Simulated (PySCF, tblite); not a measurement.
C3H12O2Si3.
SMILES with atom numbers: `[CH3:1][SiH2:2][CH2:3][C:4](=[O:5])[O:6][SiH2:7][SiH3:8]` (hydrogens: H9, H10, H11 on C1; H12, H13 on Si2; H14, H15 on C3; H16, H17 on Si7; H18, H19, H20 on Si8)

Cartesian coordinates in Å at the GFN2-xTB level; atoms count from 1:
```
atom  x, y, z in Å
C1    -2.208    0.535   -1.046
Si2   -2.276   -1.016    0.040
C3    -0.991   -0.859    1.465
C4     0.291   -0.472    0.839
O5     1.051   -1.262    0.318
O6     0.507    0.829    0.830
Si7    1.799    1.555    0.036
Si8    2.924   -0.107   -1.092
H9    -1.273    0.581   -1.599
H10   -2.276    1.442   -0.450
H11   -3.019    0.551   -1.768
H12   -3.581   -1.145    0.703
H13   -1.964   -2.218   -0.735
H14   -1.303   -0.103    2.180
H15   -0.890   -1.821    1.959
H16    1.046    2.571   -0.708
H17    2.444    2.231    1.166
H18    2.098   -0.819   -2.069
H19    3.962    0.573   -1.902
H20    3.653   -1.035   -0.233
```

Theory: PBE0/pcSseg-1 in PySCF (dipole) on a GFN2-xTB geometry, gas phase.

Take the most abundant isotopes and a rigid rotor. The values belong to one conformer with, in the numbering `[CH3:1][SiH2:2][CH2:3][C:4](=[O:5])[O:6][SiH2:7][SiH3:8]`, C1–Si2–C3–C4 -50°, Si2–C3–C4–O5 -82°, C3–C4–O6–Si7 -173°, C4–O6–Si7–Si8 4°.

Problem. Give the principal moments of inertia and the rotational constants in MHz.

Solution. Ia = 250.24, Ib = 774.99, Ic = 809.27 u·Å²; 505379 MHz·u·Å²/I gives A = 2020, B = 652.1, C = 624.5 MHz.

Problem. What kind of rotor is it?

Solution. A near-prolate asymmetric top; Ray's κ = -0.960.

Problem. What does the inertial defect say?

Solution. Not planar: Δ = Ic − Ia − Ib = -215.96 u·Å². For a rigid frame Δ = −2 Σ m c², so Σ m c² = 107.98 u·Å² lies off the ab plane: 24.08 from hydrogen and 83.90 from heavier atoms. The atom farthest from that plane is 2.06 Å away.

Problem. Give the other two planar moments, Paa and Pbb, and the rms extents of the mass along the axes.

Solution. Paa = Σ m a² = (Ib + Ic − Ia)/2 = 667.01 and Pbb = Σ m b² = (Ia + Ic − Ib)/2 = 142.26 u·Å². With the mass M = 164.01 u, the rms extents √(P/M) along a, b and c are 2.02, 0.93, 0.81 Å.

Problem. List the rotational levels J(Ka,Kc) to J = 3 (K).

Solution. Above 0(0,0), as E/k:
J = 1: 1(0,1) 0.061, 1(1,1) 0.127, 1(1,0) 0.128
J = 2: 2(0,2) 0.184, 2(1,2) 0.248, 2(1,1) 0.252, 2(2,1) 0.449, 2(2,0) 0.449
J = 3: 3(0,3) 0.368, 3(1,3) 0.430, 3(1,2) 0.438, 3(2,2) 0.633, 3(2,1) 0.633, 3(3,1) 0.964, 3(3,0) 0.964
The levels of one J sum to (2J + 1)J(J + 1)(A + B + C)/3.

Problem. Which types of transition are allowed, and where do some lines up to J = 3 fall?

Solution. The dipole components are |μa| = 1.50 D, |μb| = 1.62 D, |μc| = 0.53 D. The squared components, which scale the intensities, stand as 0.85 : 1.00 : 0.11 (a : b : c). Some lines, for components of 0.1 D or more:

| type | branch | J(Ka,Kc) | MHz | lower level (cm⁻¹) |
| --- | --- | --- | --- | --- |
| b | R | 2(0,2) ← 1(1,1) | 1185 | 0.088 |
| c | Q | 1(1,1) ← 1(0,1) | 1367 | 0.043 |
| b | Q | 1(1,0) ← 1(0,1) | 1395 | 0.043 |
| b | Q | 2(1,1) ← 2(0,2) | 1423 | 0.128 |
| b | R | 3(0,3) ← 2(1,2) | 2488 | 0.172 |
| a | R | 2(0,2) ← 1(0,1) | 2553 | 0.043 |
| a | R | 2(1,1) ← 1(1,0) | 2581 | 0.089 |
| a | R | 3(0,3) ← 2(0,2) | 3828 | 0.128 |
| a | R | 3(1,2) ← 2(1,1) | 3871 | 0.175 |
| b | R | 2(1,2) ← 1(0,1) | 3893 | 0.043 |
| b | Q | 3(2,1) ← 3(1,2) | 4063 | 0.304 |
| c | Q | 2(2,1) ← 2(1,1) | 4102 | 0.175 |
| b | Q | 2(2,0) ← 2(1,1) | 4103 | 0.175 |
| b | Q | 2(2,1) ← 2(1,2) | 4185 | 0.172 |
| b | Q | 3(2,2) ← 3(1,3) | 4227 | 0.299 |
| c | R | 3(1,2) ← 2(0,2) | 5294 | 0.128 |
| b | R | 2(2,1) ← 1(1,0) | 6683 | 0.089 |
| c | R | 2(2,0) ← 1(1,0) | 6684 | 0.089 |
| c | Q | 3(3,1) ← 3(2,1) | 6905 | 0.440 |
| b | Q | 3(3,0) ← 3(2,1) | 6905 | 0.440 |
| b | R | 3(2,2) ← 2(1,1) | 7932 | 0.175 |
| c | R | 3(2,1) ← 2(1,1) | 7934 | 0.175 |
| b | R | 3(2,1) ← 2(1,2) | 8017 | 0.172 |
| c | R | 3(3,0) ← 2(2,0) | 10736 | 0.312 |
| b | R | 3(3,0) ← 2(2,1) | 10737 | 0.312 |

Its lowest GFN2-xTB frequency is 14 cm⁻¹, too small to tell a flat minimum from a shallow saddle. Zero-point vibration and centrifugal distortion are left out. A rigid rotor knows nothing of internal rotation, which can split or shift real lines.
